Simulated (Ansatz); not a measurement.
`C[SiH](O)C=O` + `CF` → `O=C[SiH](O)CF` + CH₄  (formal exchange of groups at the Si–C bond)

Isolated molecules relaxed with PBE0-D4/def2-TZVP in Ansatz; ΔE leaves out vibrations. CCSD(T)/CBS adds triple-zeta CCSD(T) − MP2 to the extrapolated MP2 energy (def2 sets, frozen cores). This one scheme is used for every species. DFT in def2-TZVPP. B3LYP here is the variant with VWN-RPA as its local correlation; programs differ in this. Each species was taken in one conformer, which may not be the lowest.

```json
{"level": "B3LYP-D4", "ΔE (kcal/mol)": "3.6"}
{"level": "B2PLYP", "ΔE (kcal/mol)": "4.1"}
{"level": "r2SCAN", "ΔE (kcal/mol)": "3.9"}
{"level": "HF/def2-TZVPP", "ΔE (kcal/mol)": "5.1"}
{"level": "SCS-MP2/def2-TZVPP", "ΔE (kcal/mol)": "4.7"}
{"level": "CCSD(T)/def2-TZVPP", "ΔE (kcal/mol)": "4.5"}
{"level": "HF/CBS(def2)", "ΔE (kcal/mol)": "5.3"}
{"level": "MP2/CBS(def2)", "ΔE (kcal/mol)": "4.9"}
```

What does CCSD(T)/CBS give? (An estimate is asked.)

Ansatz gave: +4.5 kcal/mol. The listed levels differ from it by -0.9, -0.4, -0.6, 0.6, 0.2, 0.0, 0.8, 0.4 kcal/mol.

Largest T1 diagnostic among the species: 0.014.

From PBE to PBE0 (25 % exact exchange), in def2-TZVPP and without D4, ΔE moves by +0.8 kcal/mol.
